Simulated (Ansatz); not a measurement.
Start from `C[N](C)[Ge][Cl]` and change one atom or group to get `CN(C)[Si]F`.

Ansatz, PBE0-D4/def2-TZVP geometries, multiplicity 1. Each molecule was computed in one conformer, which needn't be the lowest.

Scalar relativity is left out up to krypton.

| property | `C[N](C)[Ge][Cl]` |
| --- | --- |
| HOMO energy (ωB97M-V/def2-TZVPP) / eV | -9.30 |
| HOMO–LUMO gap (B3LYP/def2-TZVPP) / eV | 4.95 |
| HOMO–LUMO gap (PBE0/def2-TZVPP) / eV | 5.37 |
| ideal-gas entropy at 298 K and 1 bar (rigid rotor, harmonic PBE0-D4/def2-TZVP) / J/(mol·K) | 356 |
| HOMO energy (B3LYP/def2-TZVPP) / eV | -6.88 |
| LUMO energy (PBE/def2-TZVPP) / eV | -2.43 |

(1) What does the change do to each property? (Best estimate.)

Answers

(1) Ansatz gave: 
| property | `CN(C)[Si]F` | shift |
| --- | --- | --- |
| HOMO energy (ωB97M-V/def2-TZVPP) / eV | -9.19 | 0.11 |
| HOMO–LUMO gap (B3LYP/def2-TZVPP) / eV | 5.57 | 0.62 |
| HOMO–LUMO gap (PBE0/def2-TZVPP) / eV | 5.95 | 0.58 |
| ideal-gas entropy at 298 K and 1 bar (rigid rotor, harmonic PBE0-D4/def2-TZVP) / J/(mol·K) | 330 | -26 |
| HOMO energy (B3LYP/def2-TZVPP) / eV | -6.83 | 0.05 |
| LUMO energy (PBE/def2-TZVPP) / eV | -1.85 | 0.58 |

With PBE0 the HOMO rises by 0.08 eV and the LUMO rises by 0.65 eV, so the gap widens by about 0.57 eV. PBE moves the HOMO by 0.04 eV and ωB97M-V by 0.11 eV.

B3LYP here is the variant with VWN-RPA as its local correlation; programs differ in this.
